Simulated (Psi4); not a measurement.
Dimer: H2O (SMILES O) (first 3 atoms) with H2S (SMILES S); geometry from B3LYP-D3(BJ)/def2-TZVP, rigid monomers moved along the line of their centres of mass till O1···H5 is 2.47 Å.
(charge 0, multiplicity 1):
```xyz
6

O      0.066     0.371    -0.004
H      0.930     0.603    -0.363
H     -0.203    -0.429    -0.469
S      0.002     0.031     3.792
H     -0.022     0.205     2.454
H     -0.909     0.994     4.003
```

The numbers are results of Psi4 with SAPT0/jun-cc-pV(D+d)Z, not measurements.

Question: Give the four SAPT terms and the total, and say what mostly holds the pair together.

Answer: electrostatics -3.04, exchange 1.82, induction -0.60, dispersion -0.61, total -2.42 kcal/mol; the largest attraction is electrostatics.
